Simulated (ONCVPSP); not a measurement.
# PBEsol ONCV dataset for Zn (Z = 30), fully relativistic all-electron reference.

- Element: Zn (Z = 30)
- Generator: ONCVPSP 4.0.1
- Type: optimised norm-conserving Vanderbilt (ONCV)
- Functional: PBEsol
- Relativity: fully relativistic
- Frozen core: [Ne]
- Valence charge: 20
- Reference configuration: 3s2 3p6 3d10 4s1 4p1
- Partial waves: 3s+4s: rc 1.30 bohr, ncon 4, nbas 7, qcut 11.6 1/bohr, 2 projectors; 3p+4p: rc 1.05 bohr, ncon 4, nbas 8, qcut 10.8 1/bohr, 2 projectors; 3d: rc 1.05 bohr, ncon 3, nbas 7, qcut 17.6 1/bohr, local
- Local potential: the d channel
- Core correction: Teter function, fcfact 3.8, rcfact 1.15

Open shells are filled in proportion to 2j + 1.

(1) Estimate the cutoffs (Ha) at which the residual kinetic energy of the hardest occupied pseudo-wave falls to 1 and 0.1 mHa per electron.

(2) Does the potential have ghost states?

(3) Which valence shell sets the plane-wave cutoff?

(4) Tests: 3s2 3p6 3d10 4s2 4p0; 3s2 3p6 3d10 4s1 4p0; 3s2 3p6 3d10 4s0 4p0; 3s2 3p5 3d10 4s2 4p0. Which has the largest error in its energy relative to the reference configuration, and how large is it?

Results:

(1) 105 Ha and 119 Ha.

(2) No bound ghost flagged; GHOST(+) flags only above 600 eV.

(3) 3d: 105 Ha for 1 mHa per electron, against 48 Ha for 3p.

(4) 3s2 3p5 3d10 4s2 4p0, with -11 meV (all-electron minus pseudo) on +86.80 eV.
